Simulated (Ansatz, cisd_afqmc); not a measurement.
Species: F, charge 0, doublet.

Total energies in aug-cc-pVQZ-DK, 7 correlated electrons, 1 frozen orbitals. Open shells are spin-unrestricted; no spin-orbit coupling. The -DK rows use spin-free X2C. The Monte Carlo rows (phaseless AFQMC, CISD trial, step 0.005/hartree) carry one-sigma bars that omit the constraint's bias. Outlying blocks are dropped, and bars are widened where a walk drifts. Over all cases where full CI ran beside it in this data, AFQMC minus full CI had a median of +0.1 mEh and passed +0.4 mEh in a tenth of the cases.

```tsv
method	program	energy (Eh)	minus CCSDT(Q) (mEh)
HF	Ansatz	-99.50106	239.29
MP2	Ansatz	-99.72513	15.21
CCSD	Ansatz	-99.73512	5.22
CCSD(T)	Ansatz	-99.74005	0.29
CCSDT(Q)	Ansatz	-99.74034	0.00
AFQMC/CISD	cisd_afqmc	-99.7401 ± 0.0002	0.2 ± 0.2
```

Ansatz is a program for electronic structure.
